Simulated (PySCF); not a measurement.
## Os: ionisation energy

Os [Xe] 4f14 5d6 6s2 (5D) → Os⁺ [Xe] 4f14 5d6 6s1 (6D), as a difference of total energies. Calculation: PySCF 2.14, in aug-cc-pVDZ-PP with ECP60MDF (5s5p4d2f, 54 functions); scalar relativity through the core potential. Correlated levels: valence: 5s2 5p6 frozen. The calculations carry no spin-orbit coupling.

| method | ionisation energy (eV) |
| --- | --- |
| UHF | 6.554 |
| B3LYP | 8.564 |
| MN15 | 8.539 |
| MP2 (valence) | 8.009 |
| SCS-MP2 (valence) | 8.217 |

Question: How much does correlation contribute at MP2 (valence)?

Answer: 8.009 − (6.554) = 1.455 eV, measured against UHF.

Errors of the correlated levels include the incompleteness of this basis and the frozen core.

MP2 underrates the near-degeneracy of ns² with np² in the lower species.

For comparison: 8.473 eV (measured; NIST levels, between the centres of gravity of the two terms).
